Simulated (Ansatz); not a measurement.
Abridged output of a molecular run in Ansatz:

```
Functional definition: HF
2119 factors; integrals over basis functions are off by at most 1.0e-3 eV
mean field evaluation 1: about -15929.7992 eV, gradient 5.7e1 eV
mean field evaluation 2: about -15930.1295 eV, gradient 5.7e1 eV
mean field evaluation 4: about -15936.1611 eV, gradient 4.7e0 eV
mean field evaluation 8: about -15936.2514 eV, gradient 3.0e-1 eV
mean field -15936.25180093 eV, -585.6464517049 hartree, gradient 3.2e-6 eV, S^2 0.000000; 0 other end points of the search recorded, 0 dependent functions left out
11 core orbitals not correlated: weight in the atoms' cores, before any rotation towards them, 1.000 or more for the frozen orbitals, at most 0.000 for the correlated occupied ones
reference -15936.25180093 eV, -585.6464517049 hartree; 21, 21 occupied and 322, 322 virtual orbitals, 2119 factors
second order -35.43614499 eV of doubles, -0.00000000 eV of singles
cycle   1  -35.67400406 eV  change   -2.4e-1 eV  update   1.2e-1
cycle   2  -36.48104564 eV  change   -8.1e-1 eV  update   3.6e-2
cycle   3  -36.67996744 eV  change   -2.0e-1 eV  update   1.8e-2
cycle   4  -36.66184532 eV  change    1.8e-2 eV  update   4.1e-3
cycle   5  -36.66069598 eV  change    1.1e-3 eV  update   2.0e-3
cycle   6  -36.66197949 eV  change   -1.3e-3 eV  update   5.9e-4
cycle   7  -36.66159002 eV  change    3.9e-4 eV  update   2.4e-4
cycle   8  -36.66146329 eV  change    1.3e-4 eV  update   7.0e-5
cycle   9  -36.66149038 eV  change   -2.7e-5 eV  update   3.0e-5
perturbative correction -1.32177564 eV, -0.0485743590 hartree
Total energy: -15974.23506696 eV, -587.0423109853 hartree
```

Its atoms:

Z-matrix (Å, degrees):
```
C
O 1 1.398
H 1 1.095 2 110.0
H 1 1.095 2 110.1 3 118.7
H 1 1.096 2 112.5 3 -120.6
Al 2 1.678 1 134.3 3 120.8
O 6 1.678 2 120.0 1 -180.0
O 6 1.678 2 120.0 1 0.0
C 7 1.398 6 134.3 2 -0.0
C 8 1.398 6 134.3 2 180.0
H 9 1.095 7 110.1 6 -120.6
H 9 1.096 7 112.5 6 0.1
H 9 1.095 7 110.0 6 120.7
H 10 1.095 8 110.1 6 -120.5
H 10 1.095 8 110.0 6 120.8
H 10 1.096 8 112.5 6 0.1
```

(1) Which basis set was used?
A. cc-pV(D+d)Z
B. def2-TZVPP
C. def2-QZVPP
D. cc-pV(Q+d)Z

(2) Write the keys of the input that set method, charge and spin (a neutral closed shell needs none for the last two).

Results:

(1) B. It gives 354 functions.

(2) 
```yaml
correlation: {method: ccsd_t}
```
